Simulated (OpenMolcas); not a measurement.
## O+: Slater's ratio, worked from levels

```yaml
Program: OpenMolcas 26.06
Basis: ANO-L-VQZP [5s4p3d2f]
Scalar_Hamiltonian: non-relativistic, point nucleus
Active_space: 5 electrons in 4 orbitals (2s 2p)
State_averaging: 2S+1 = 4 odd, 1 root; 2S+1 = 2 odd, 8 roots; 2S+1 = 4 even, 3 roots; 2S+1 = 2 even, 6 roots
Spin-orbit_coupling: state interaction with AMFI integrals over the reference wave functions, term energies averaged over their components
```

Methods: CASSCF; SS-CASPT2, IPEA 0.25 Eh, imaginary shift 0.1 Eh (closed shells correlated: 1s). Measured levels: NIST Handbook of Basic Atomic Spectroscopic Data.

**Slater's ratio.** With one set of orbitals, p3 has 2D* - 4S* = 9 F2 and 2P* - 2D* = 6 F2 (F2 = F²/25), a ratio of 2/3. Term energies are centres of gravity, weighted by 2J + 1.

```json
{"Source": "CASSCF", "2D* - 4S*": "30573", "2P* - 4S*": "41213", "F2 from the first": "3397", "Ratio": "0.348"}
{"Source": "SS-CASPT2", "2D* - 4S*": "27413", "2P* - 4S*": "40765", "F2 from the first": "3046", "Ratio": "0.487"}
{"Source": "measured", "2D* - 4S*": "26819", "2P* - 4S*": "40469", "F2 from the first": "2980", "Ratio": "0.509"}
```

Energies in cm-1. A ratio away from 2/3 shows effects beyond one configuration with one set of orbitals, and in heavier atoms second-order spin-orbit shifts. In CASSCF the valence s occupation is 1.94 in 2P* against 2.00 in 2D*: mixing out of s² acts most on 2P* and pulls it down.

CASPT2 does not keep the components of a term degenerate, so their means are used; among the terms shown or strongly mixed into the levels shown the widest spread is 140 cm-1 (2s2 2p3 2D*, SS-CASPT2). Without dynamic correlation excited terms often stand tens of per cent too high (terms of higher spin than the ground term too low), and those without a measured partner can miss by more than the paired ones (holds for CASSCF). Computed and measured levels are paired by configuration, term and J; levels that our copy of the source lacks, or whose pairing is in doubt (as where it misses far off the trend of its configuration), stay unpaired and out of the deviations. Only configurations of the active space appear.

* marks odd parity.
